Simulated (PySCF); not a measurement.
Record of a relaxation.

Compound: C3H9NSi.
Numbering: `[CH2:1]=[CH:2][CH2:3][SiH2:4][NH2:5]` (hydrogens: H6, H7 on C1; H8 on C2; H9, H10 on C3; H11, H12 on Si4; H13, H14 on N5)

Computed by this run: PySCF, PBE0-D3(BJ)/def2-SVP geometry optimisation, gas phase; density fitting, grid level 1; the optimiser is geomeTRIC in internal coordinates, started from a GFN2-xTB structure with every atom displaced at random (about 0.01 Å). 5 of its 11 geometries are shown. The frame can shift and turn from step to step; on so coarse a grid that alone can change the energy by a few meV, and forces under 0.02 eV/Å are noise.

Step 0: E = -12610.5919 eV, largest atomic force 2.821 eV/Å
```
atom  x, y, z in Å  |  force x, y, z in eV/Å
C1      2.191   -0.060    0.895   -1.691   2.237  -0.302
C2      1.185    0.540    0.217    0.854  -0.825   0.347
C3      0.445   -0.066   -0.932    0.584  -0.089   1.071
Si4    -1.222   -0.710   -0.409   -0.630   0.517   0.030
N5     -2.141    0.655    0.133   -0.611   0.427   0.526
H6      2.532   -1.008    0.621    0.690  -1.860  -0.479
H7      2.664    0.441    1.727    0.242   0.165   0.366
H8      0.866    1.536    0.508   -0.074   0.391   0.235
H9      1.043   -0.885   -1.315    0.221  -0.560  -0.415
H10     0.333    0.674   -1.702   -0.290   0.548  -0.827
H11    -1.079   -1.793    0.588    0.213  -0.346   0.185
H12    -1.989   -1.209   -1.560   -0.139  -0.409  -0.397
H13    -3.129    0.553    0.404    0.639  -0.052  -0.276
H14    -1.706    1.316    0.774   -0.008  -0.142  -0.065
```

Step 2: E = -12610.7560 eV, largest atomic force 0.127 eV/Å
```
atom  x, y, z in Å  |  force x, y, z in eV/Å
C1      2.094   -0.094    1.069    0.044  -0.032   0.036
C2      1.221    0.526    0.268   -0.046  -0.015   0.017
C3      0.540   -0.057   -0.925    0.049  -0.013  -0.030
Si4    -1.214   -0.633   -0.517    0.021  -0.064   0.009
N5     -2.125    0.717    0.076    0.014   0.007  -0.033
H6      2.434   -1.122    0.896   -0.069   0.070  -0.080
H7      2.512    0.413    1.941   -0.004   0.021   0.023
H8      0.928    1.553    0.524    0.024  -0.002  -0.013
H9      1.097   -0.924   -1.319   -0.013  -0.013   0.014
H10     0.459    0.688   -1.735    0.010  -0.018   0.011
H11    -1.087   -1.799    0.425    0.011   0.014   0.009
H12    -1.913   -1.131   -1.743   -0.012   0.038  -0.010
H13    -3.138    0.661    0.071   -0.016   0.006   0.013
H14    -1.805    1.190    0.915   -0.013   0.001   0.034
```

Step 5: E = -12610.7600 eV, largest atomic force 0.060 eV/Å
```
atom  x, y, z in Å  |  force x, y, z in eV/Å
C1      2.080   -0.083    1.066    0.049   0.025   0.018
C2      1.211    0.531    0.259   -0.001  -0.011  -0.029
C3      0.545   -0.071   -0.933   -0.015   0.017  -0.038
Si4    -1.212   -0.632   -0.519    0.000   0.007   0.013
N5     -2.108    0.720    0.100    0.004   0.013   0.038
H6      2.423   -1.108    0.879   -0.051   0.030  -0.008
H7      2.494    0.426    1.939    0.016  -0.002   0.024
H8      0.918    1.564    0.494    0.000  -0.027   0.019
H9      1.101   -0.949   -1.302   -0.001  -0.004   0.009
H10     0.475    0.660   -1.756    0.005  -0.020   0.000
H11    -1.085   -1.805    0.412   -0.005  -0.002  -0.008
H12    -1.927   -1.095   -1.749   -0.014   0.004   0.003
H13    -3.122    0.671    0.095    0.031   0.000  -0.006
H14    -1.790    1.159    0.960   -0.017  -0.032  -0.034
```

Step 8: E = -12610.7638 eV, largest atomic force 0.036 eV/Å
```
atom  x, y, z in Å  |  force x, y, z in eV/Å
C1      2.058   -0.039    1.060   -0.007  -0.010  -0.013
C2      1.198    0.541    0.218   -0.001   0.014   0.004
C3      0.549   -0.104   -0.961   -0.007  -0.011   0.020
Si4    -1.217   -0.631   -0.532    0.009   0.024  -0.003
N5     -2.050    0.718    0.178   -0.005  -0.032   0.016
H6      2.395   -1.071    0.913    0.007   0.004   0.004
H7      2.459    0.498    1.924   -0.002  -0.002  -0.002
H8      0.892    1.576    0.417    0.002   0.003  -0.004
H9      1.103   -1.001   -1.285    0.006   0.005  -0.003
H10     0.497    0.594   -1.813    0.000  -0.002  -0.003
H11    -1.106   -1.848    0.342   -0.006  -0.006  -0.006
H12    -1.984   -1.006   -1.760   -0.003  -0.006   0.002
H13    -3.064    0.706    0.164    0.001   0.009  -0.008
H14    -1.726    1.056    1.079    0.004   0.010  -0.004
```

Step 10: E = -12610.7641 eV, largest atomic force under 0.02 eV/Å
```
atom  x, y, z in Å  |  force x, y, z in eV/Å
C1      2.060   -0.025    1.056    0.005   0.006   0.007
C2      1.194    0.547    0.213    0.001  -0.007   0.000
C3      0.547   -0.111   -0.960    0.003   0.003  -0.005
Si4    -1.218   -0.637   -0.531   -0.009  -0.002   0.000
N5     -2.044    0.706    0.196   -0.001  -0.014   0.003
H6      2.403   -1.055    0.913    0.000  -0.003  -0.003
H7      2.460    0.518    1.915   -0.002   0.003  -0.001
H8      0.883    1.582    0.406   -0.001   0.001  -0.001
H9      1.107   -1.006   -1.279   -0.002  -0.001   0.003
H10     0.493    0.581   -1.817   -0.002   0.002  -0.001
H11    -1.113   -1.867    0.326    0.005   0.002   0.003
H12    -1.993   -0.999   -1.759    0.003   0.005  -0.002
H13    -3.058    0.714    0.171    0.002   0.002   0.000
H14    -1.718    1.040    1.097   -0.001   0.004  -0.003
```

Task: Summarise the path.

Result: The energy falls by 0.1722 eV from step 0 to step 10; nine tenths of that is first reached at step 1. It falls at every step. The largest force goes from 2.821 to under 0.02 eV/Å. Among the bonds C1–H6 changes most, from 1.044 to 1.095 Å; the atoms move by 0.201 Å rms after alignment.

Task: Follow the three bonds and two angles with the largest change from start to end.

Result: 
| step | E above end (eV) | largest force (eV/Å) | C1–H6 (Å) | C3–Si4 (Å) | C3–H10 (Å) | C3–Si4–H11 (°) | C2–C3–H9 (°) |
| --- | --- | --- | --- | --- | --- | --- | --- |
| 0 | 0.1722 | 2.821 | 1.044 | 1.862 | 1.074 | 110.9 | 107.8 |
| 1 | 0.0168 | 0.558 | 1.107 | 1.890 | 1.107 | 106.7 | 110.5 |
| 2 | 0.0081 | 0.127 | 1.097 | 1.890 | 1.104 | 107.1 | 111.2 |
| 3 | 0.0060 | 0.090 | 1.093 | 1.890 | 1.102 | 107.1 | 111.6 |
| 4 | 0.0049 | 0.049 | 1.094 | 1.890 | 1.103 | 107.0 | 111.4 |
| 5 | 0.0041 | 0.060 | 1.096 | 1.890 | 1.103 | 106.8 | 111.4 |
| 6 | 0.0028 | 0.044 | 1.096 | 1.891 | 1.103 | 106.7 | 111.4 |
| 7 | 0.0008 | 0.039 | 1.095 | 1.892 | 1.103 | 106.7 | 111.4 |
| 8 | 0.0004 | 0.036 | 1.095 | 1.892 | 1.103 | 106.8 | 111.4 |
| 9 | 0.0001 | 0.024 | 1.095 | 1.891 | 1.103 | 107.0 | 111.4 |
| 10 | 0.0000 | under 0.02 | 1.095 | 1.891 | 1.103 | 107.0 | 111.4 |

What follows is the cost of the whole optimisation. On one thread, Arm Neoverse N1 (aarch64), shared host, this took 92 s of wall time and 0.52 GiB of memory at its peak.
